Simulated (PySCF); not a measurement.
29Si chemical shifts

Calculated, not measured (PySCF 2.14.0 with density-fitted response routines): geometry from GFN2-xTB, σ from GIAO-PBE0/pcSseg-1. Relativity neglected, one averaged value for each set of equivalent atoms, no solvent, single conformer.

Shieldings were converted by a linear fit to measured shifts: 29Si (scatter 8.9 ppm rms, 25.8 ppm with the 6 outliers that the fit left out vs TMS, solution or neat liquid). A few per cent of atoms miss by over 2 rms, more outside the fitted compound classes.

Question: Give the 29Si shifts of `C=C(Cl)CO[SiH2]N([SiH3])[SiH3]`, `[SiH3]CC#CC[SiH3]`, `CC[SiH2]C#C[SiH3]`, `C[Si@@H]1CCC[SiH2]1`, `CN(C)C(=O)[SiH](P)P`, `[SiH3]O[C@]1([SiH3])C[SiH2]1`.

Answer: 
```csv
compound,environment,δ (ppm)
[CH2:1]=[C:2]([Cl:3])[CH2:4][O:5][SiH2:6][N:7]([SiH3:8])[SiH3:9],"Si6: silicon bonded to N, O, 2 H",-27.6
[CH2:1]=[C:2]([Cl:3])[CH2:4][O:5][SiH2:6][N:7]([SiH3:8])[SiH3:9],"Si8/9: silicon bonded to N, 3 H (×2)",-48.6
[SiH3]CC#CC[SiH3],"silicon bonded to C, 3 H (×2)",-63.6
[CH3:1][CH2:2][SiH2:3][C:4]#[C:5][SiH3:6],"Si3: silicon bonded to 2 C, 2 H",-59.2
[CH3:1][CH2:2][SiH2:3][C:4]#[C:5][SiH3:6],"Si6: silicon bonded to C, 3 H",-89.1
[CH3:1][Si@@H:2]1[CH2:3][CH2:4][CH2:5][SiH2:6]1,"Si2: silicon bonded to 2 C, Si, H, in a 5-membered ring",-36.7
[CH3:1][Si@@H:2]1[CH2:3][CH2:4][CH2:5][SiH2:6]1,"Si6: silicon bonded to C, Si, 2 H, in a 5-membered ring",-69.0
CN(C)C(=O)[SiH](P)P,"silicon bonded to C, 2 P, H",-25.8
[SiH3:1][O:2][C@:3]1([SiH3:4])[CH2:5][SiH2:6]1,"Si1: silicon bonded to O, 3 H",-49.3
[SiH3:1][O:2][C@:3]1([SiH3:4])[CH2:5][SiH2:6]1,"Si4: silicon bonded to C, 3 H",-58.7
[SiH3:1][O:2][C@:3]1([SiH3:4])[CH2:5][SiH2:6]1,"Si6: silicon bonded to 2 C, 2 H, in a 3-membered ring",-130.4
```
